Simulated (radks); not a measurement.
Values are calculated unless marked as measured or tabulated.
Trend from K to Kr: ionisation energy by Delta-SCF between NIST ground configurations, and size. Code: a radial shooting solver on a logarithmic mesh with Libxc functionals. Model: scalar-relativistic Kohn-Sham, BLYP, spin-polarised, spherical densities, finite nucleus; open shells are filled with parallel spins first; Fermi nuclear charge, rms radius of each element as measured or else 0.836 A^(1/3) + 0.57 fm.

| species | configuration | configuration of the ion | IE (eV) | NIST (eV) | kind |
|---|---|---|---|---|---|
| K | [Ar] 4s1 | [Ar] | 4.457 | 4.341 | exp. |
| Ca | [Ar] 4s2 | [Ar] 4s1 | 6.077 | 6.113 | exp. |
| Sc | [Ar] 3d1 4s2 | [Ar] 3d1 4s1 | 6.512 | 6.561 | exp. |
| Ti | [Ar] 3d2 4s2 | [Ar] 3d2 4s1 | 6.824 | 6.828 | exp. |
| V | [Ar] 3d3 4s2 | [Ar] 3d4 | 6.244 | 6.746 | exp. |
| Cr | [Ar] 3d5 4s1 | [Ar] 3d5 | 7.253 | 6.767 | exp. |
| Mn | [Ar] 3d5 4s2 | [Ar] 3d5 4s1 | 7.546 | 7.434 | exp. |
| Fe | [Ar] 3d6 4s2 | [Ar] 3d6 4s1 | 8.053 | 7.902 | exp. |
| Co | [Ar] 3d7 4s2 | [Ar] 3d8 | 7.862 | 7.881 | exp. |
| Ni | [Ar] 3d8 4s2 | [Ar] 3d9 | 7.241 | 7.640 | exp. |
| Cu | [Ar] 3d10 4s1 | [Ar] 3d10 | 8.443 | 7.726 | exp. |
| Zn | [Ar] 3d10 4s2 | [Ar] 3d10 4s1 | 9.712 | 9.394 | exp. |
| Ga | [Ar] 3d10 4s2 4p1 | [Ar] 3d10 4s2 | 5.793 | 5.999 | exp. |
| Ge | [Ar] 3d10 4s2 4p2 | [Ar] 3d10 4s2 4p1 | 7.731 | 7.899 | exp. |
| As | [Ar] 3d10 4s2 4p3 | [Ar] 3d10 4s2 4p2 | 9.602 | 9.789 | exp. |
| Se | [Ar] 3d10 4s2 4p4 | [Ar] 3d10 4s2 4p3 | 9.627 | 9.752 | exp. |
| Br | [Ar] 3d10 4s2 4p5 | [Ar] 3d10 4s2 4p4 | 11.775 | 11.814 | exp. |
| Kr | [Kr] | [Ar] 3d10 4s2 4p5 | 13.924 | 14.000 | exp. |

Reference values: NIST Atomic Spectra Database (measured). Open shells are spherical and high-spin; term and fine-structure splittings are not resolved.
